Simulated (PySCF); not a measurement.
Electron correlation in Ir⁺ (iridium, charge +1)

[Xe] 4f14 5d7 6s1, high-spin 5F determinant. All numbers are calculated (PySCF 2.14, a scalar-relativistic core potential, in aug-cc-pwCVDZ-PP with ECP60MDF (6s6p5d3f, 70 functions)). Frozen: 5s2 5p6; 8 electrons correlated.

MP2 pair energies summed by pair of shells (mhartree):

```
 pair   energy  share (%)
5d-5d  -130.84       78.3
5d-6s   -36.20       21.7
```

Total MP2 correlation energy: -167.04 mhartree.

Same-spin part -76.10 and opposite-spin part -90.94 mhartree; SCS-MP2 scales them by 1/3 and 6/5 to -134.49 mhartree.
